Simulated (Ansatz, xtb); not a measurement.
## Relative energy of two structures of B2H2LiN

We compare a, a singlet given by its coordinates, with b, `[Li][B]=NB`, a singlet. Both are isolated molecules in the gas phase, relaxed with B3LYP-D3(BJ)/6-311G**; the shapes shown needn't be the lowest conformers.

a (Å):

```xyz
6

B    -2.4081   -1.5602    0.1444
B    -1.2092   -0.6775   -0.3327
Li   -4.2336   -0.3195    0.1573
N    -2.5195   -0.1832   -0.2140
H    -3.2720   -2.3138    0.5206
H    -0.1558   -0.2437   -0.6576
```

Close contacts (Å): B1–B2 1.56, B1–Li3 2.21, B1–N4 1.43, B2–N4 1.41, Li3–N4 1.76, B1–H5 1.21, B2–H6 1.18, Li3–H5 2.24.

b (Å):

```xyz
6

B    -2.0344    0.0136   -0.9662
B    -2.5619   -1.7824    0.9318
Li   -2.9755   -3.1934    2.4240
N    -2.3096   -0.9225    0.0229
H    -1.1168    0.7798   -0.8473
H    -2.7090    0.0740   -1.9584
```

Problem. Estimate which is lower in electronic energy at CCSD(T)/def2-TZVPP, and by roughly how much.

Solution. Too close to call at this level: CCSD(T)/def2-TZVPP gives E(b) − E(a) = +0.031 eV.

Level by level:

```json
{"level": "B3LYP-D3(BJ)/6-311G**", "geometry": "B3LYP-D3(BJ)/6-311G**", "E(b) − E(a) (eV)": "+0.037", "departure from the last row (eV)": "+0.006", "job, with rough time for the two": "optimisation, 2 min"}
{"level": "HF/def2-TZVPP", "geometry": "B3LYP-D3(BJ)/6-311G**", "E(b) − E(a) (eV)": "−0.264", "departure from the last row (eV)": "−0.295", "job, with rough time for the two": "part of the CCSD(T) run"}
{"level": "MP2/def2-TZVPP", "geometry": "B3LYP-D3(BJ)/6-311G**", "E(b) − E(a) (eV)": "+0.130", "departure from the last row (eV)": "+0.099", "job, with rough time for the two": "part of the CCSD(T) run"}
{"level": "CCSD(T)/def2-TZVPP", "geometry": "B3LYP-D3(BJ)/6-311G**", "E(b) − E(a) (eV)": "+0.031", "departure from the last row (eV)": "", "job, with rough time for the two": "single point, 53 s"}
```

The largest departure from CCSD(T)/def2-TZVPP is that of HF/def2-TZVPP, 0.295 eV. Levels run at GFN2-xTB geometries aren't shown.

With harmonic frequencies from B3LYP-D3(BJ)/6-311G** (ideal gas, rigid rotor, one conformer each, 298.15 K, 1 atm): the zero-point term adds −0.028 eV; ΔH is +0.031 and ΔG −0.008 eV.

The correlated steps freeze 3 core orbitals; the last core shell of Li is correlated, in a basis made for valence electrons. Run with Ansatz 0.2.0; the last row on 1 thread of Intel(R) Xeon(R) Processor @ 2.50GHz (Skylake/Cascade Lake) on a shared host.
